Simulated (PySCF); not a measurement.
Input for PySCF: R-HF/3-21G on PH3 (SMILES P).

```python
from pyscf import gto, scf, dft, mp
from pyscf.data.elements import chemcore

mol = gto.M(
    atom='''
    P    -0.24764424    0.17427799   -0.36627793
    H     0.82048349   -0.50433316   -0.99940564
    H    -1.26217927   -0.59182909   -0.98737294
    H    -0.29698101    1.22822421   -1.30892415
    ''',
    basis='3-21g',
    charge=0, spin=0, verbose=3, max_memory=1800)
mf = scf.RHF(mol)
mf.conv_tol = 1e-8
mf.max_cycle = 100
mf.kernel()
if not mf.converged:
    mf = mf.newton().run(mf.mo_coeff, mf.mo_occ)
```

The log:

```
converged SCF energy = -340.70430770661
```

The run converged.

Cost: very roughly 0.10 core-seconds.
